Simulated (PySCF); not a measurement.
phosphorus nitride (NP), SMILES N#P. Coordinates come from a r2SCAN-D4/def2-TZVPD optimisation.

TDA-M06-2X/def2-TZVPD (PySCF) puts the lowest singlet excitations at 4.23, 4.99, 4.99, 5.18, 5.18, 8.34 eV and the lowest triplet (TDA) at 3.74 eV.

Q: What are the lowest singlet roots from EOM-CCSD/aug-cc-pVDZ run with PySCF 2.14.0? (Estimate from the structure and the level; the computed values follow.)

A: 5.36, 5.36, 5.54, 5.78, 5.78, 8.25 eV; triplets 3.70, 4.35, 4.35 eV. S1 differs by 1.13 eV (second minus first; roots are paired by order, and the bases may differ).
